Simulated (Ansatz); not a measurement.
`[SiH3][Si@H]1O[C@@H]1Br` + ethanol → `CCO[SiH3]` + `BrC1O[SiH2]1` at 700 K and 1 bar (cleavage of the Si–Si bond).

Isolated molecules relaxed with PBE0-D4/def2-TZVP in Ansatz; ΔE leaves out vibrations. CBS: MP2 limit from def2 TZ/QZ plus the TZ coupled-cluster correction, frozen cores. For Br outer-core shells are correlated without core-valence functions, which leaves a few kJ/mol of doubt a bond. Scalar relativity is left out up to krypton. Each species was taken in one conformer, which may not be the lowest.

```json
{"species": "`[SiH3][Si@H]1O[C@@H]1Br`", "CCSD(T)/CBS energy (Eh)": "-3267.67848", "H − E (kJ/mol)": "226.2", "S (J/(mol·K))": "498.4"}
{"species": "`CCO`", "CCSD(T)/CBS energy (Eh)": "-154.88256", "H − E (kJ/mol)": "262.0", "S (J/(mol·K))": "346.5"}
{"species": "`CCO[SiH3]`", "CCSD(T)/CBS energy (Eh)": "-445.19614", "H − E (kJ/mol)": "326.2", "S (J/(mol·K))": "444.4"}
{"species": "`BrC1O[SiH2]1`", "CCSD(T)/CBS energy (Eh)": "-2977.39659", "H − E (kJ/mol)": "154.5", "S (J/(mol·K))": "392.3"}
```

H − E and S are ideal-gas, rigid-rotor, harmonic terms from PBE0-D4/def2-TZVP, for one conformer and one mirror image of each species. 1 Eh = 2625.50 kJ/mol, R = 8.31446 J/(mol·K).

Question: By hand: ΔE, ΔH, ΔS and ΔG.

Answer: ΔE = (-445.19614) + (-2977.39659) − (-3267.67848) − (-154.88256) = -0.03169 Eh = -83.2 kJ/mol. Δ(H − E) = 326.2 + 154.5 − 226.2 − 262.0 = -7.5, so ΔH = -90.7 kJ/mol. ΔS = 444.4 + 392.3 − 498.4 − 346.5 = -8.2 J/(mol·K). ΔG = -90.7 − 700 × (-8.2)/1000 = -85.0 kJ/mol.

Question: By hand: the equilibrium constant, and the temperature at which ΔG would vanish if ΔH and ΔS stayed fixed.

Answer: log₁₀ K = −ΔG/(RT ln 10) = 6.3. ΔG = 0 at ΔH/ΔS = 11061 K, far beyond where these terms or the molecules hold.

The number of gas molecules stays the same, so ΔS is small and ΔH decides. A doubt of 5 kJ/mol in ΔE shifts log₁₀ K by 0.4 here. Other conformers and mirror images would add mixing entropy, several J/(mol·K) or more a flexible species. Modes under 60 cm⁻¹, often nearly free rotors, make the harmonic entropy too high. These are equilibria of isolated gas molecules and say nothing of rates. Largest T1 diagnostic: 0.013 (customary marks: 0.02 for closed shells, 0.045 for open ones).
